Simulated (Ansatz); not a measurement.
The cluster Mg₃N₂⁻, relaxed as a doublet with UKS B3LYP-D4/def2-SVPD in Ansatz, starting from the GFN1-xTB geometry. Force threshold 0.02 eV/Å.

The structure comes from a short search, and lower isomers may exist.

Start:

```xyz
5

Mg    1.014    2.143    0.758
Mg   -0.108   -2.073   -2.329
Mg   -0.856    0.551    2.275
N     0.124   -0.744    0.027
N    -0.174    0.123   -0.732
```

```csv
step,energy (eV),largest force component (eV/Å),SCF passes
1,-19307.1854,1.640,49
2,-19307.3285,2.230,51
3,-19307.4827,0.318,49
4,-19307.6033,0.308,49
5 (rejected),-19307.3896,3.823,52
6,-19307.6216,0.219,48
7,-19307.6343,0.053,48
8,-19307.6348,0.035,43
9,-19307.6348,0.004,38
10,-19307.6349,0.019,46
```

Force components are those of the run's own axes.

End:

| atom | x (Å) | y (Å) | z (Å) |
| --- | --- | --- | --- |
| Mg1 | 1.208 | 2.447 | 0.290 |
| Mg2 | -0.132 | -2.053 | -2.266 |
| Mg3 | -1.069 | 0.036 | 2.497 |
| N4 | -0.339 | -0.575 | 0.058 |
| N5 | 0.332 | 0.145 | -0.580 |

Bonds lost: Mg1–Mg3 (atoms count from 1).

The force fell under the threshold at step 9, but the optimiser went on. No frequencies were taken in this run, so the end may be a saddle point.

Run time 36 s (4 threads of Arm Neoverse V1 on a shared host).
